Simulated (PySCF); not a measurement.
# Potential energy of MgTl along the bond

Set-up: Mg aug-cc-pVDZ, Tl aug-cc-pVDZ-PP with ECP60; scalar-relativistic core potentials (PySCF 2.14). Energies in eV from Mg + Tl in their ground configurations at the same level. State: ²Π (doublet), unpaired electrons π ↑.

All columns are PBE. A positive dipole means Mg(−)Tl(+).

```json
{"R (Å)": "2.621", "E (eV)": "-0.264", "μ (D)": "-0.57", "Mulliken charge on Mg (basis-dependent)": "-0.10", "HOMO (eV)": "-3.14", "LUMO (eV)": "-3.02", "Mayer bond order": "1.28", "⟨S²⟩": "0.76"}
{"R (Å)": "2.743", "E (eV)": "-0.396", "μ (D)": "-0.56", "Mulliken charge on Mg (basis-dependent)": "-0.09", "HOMO (eV)": "-3.07", "LUMO (eV)": "-2.94", "Mayer bond order": "1.15", "⟨S²⟩": "0.76"}
{"R (Å)": "2.865", "E (eV)": "-0.464", "μ (D)": "-0.54", "Mulliken charge on Mg (basis-dependent)": "-0.08", "HOMO (eV)": "-3.00", "LUMO (eV)": "-2.87", "Mayer bond order": "1.04", "⟨S²⟩": "0.76"}
{"R (Å)": "2.957", "E (eV)": "-0.485", "μ (D)": "-0.53", "Mulliken charge on Mg (basis-dependent)": "-0.06", "HOMO (eV)": "-2.96", "LUMO (eV)": "-2.82", "Mayer bond order": "0.97", "⟨S²⟩": "0.76"}
{"R (Å)": "3.048", "E (eV)": "-0.488", "μ (D)": "-0.51", "Mulliken charge on Mg (basis-dependent)": "-0.05", "HOMO (eV)": "-2.92", "LUMO (eV)": "-2.78", "Mayer bond order": "0.89", "⟨S²⟩": "0.76"}
{"R (Å)": "3.139", "E (eV)": "-0.478", "μ (D)": "-0.50", "Mulliken charge on Mg (basis-dependent)": "-0.04", "HOMO (eV)": "-2.88", "LUMO (eV)": "-2.74", "Mayer bond order": "0.82", "⟨S²⟩": "0.76"}
{"R (Å)": "3.261", "E (eV)": "-0.451", "μ (D)": "-0.48", "Mulliken charge on Mg (basis-dependent)": "-0.03", "HOMO (eV)": "-2.84", "LUMO (eV)": "-2.70", "Mayer bond order": "0.73", "⟨S²⟩": "0.76"}
{"R (Å)": "3.414", "E (eV)": "-0.404", "μ (D)": "-0.47", "Mulliken charge on Mg (basis-dependent)": "-0.03", "HOMO (eV)": "-2.80", "LUMO (eV)": "-2.67", "Mayer bond order": "0.63", "⟨S²⟩": "0.76"}
{"R (Å)": "3.597", "E (eV)": "-0.340", "μ (D)": "-0.46", "Mulliken charge on Mg (basis-dependent)": "-0.03", "HOMO (eV)": "-2.76", "LUMO (eV)": "-2.69", "Mayer bond order": "0.51", "⟨S²⟩": "0.75"}
{"R (Å)": "3.841", "E (eV)": "-0.259", "μ (D)": "-0.46", "Mulliken charge on Mg (basis-dependent)": "-0.02", "HOMO (eV)": "-2.72", "LUMO (eV)": "-2.70", "Mayer bond order": "0.38", "⟨S²⟩": "0.75"}
```

A fit through these points gives, at Re = 3.020 Å, μ = -0.52 D and dμ/dR = 0.165 D/Å; the reduced mass is 21.47 u.

Task: How strong is the fundamental in the double-harmonic approximation, I = 42.26·(dμ/dR)²/μred km/mol?

Result: I = 42.26·(0.165)²/21.47 = 0.0536 km/mol at PBE.

These are scalar-relativistic numbers at best; spin–orbit coupling would shift them, the dissociation energy most. The state is the lowest determinant that a PBE0 search found; another state may lie lower at other levels.
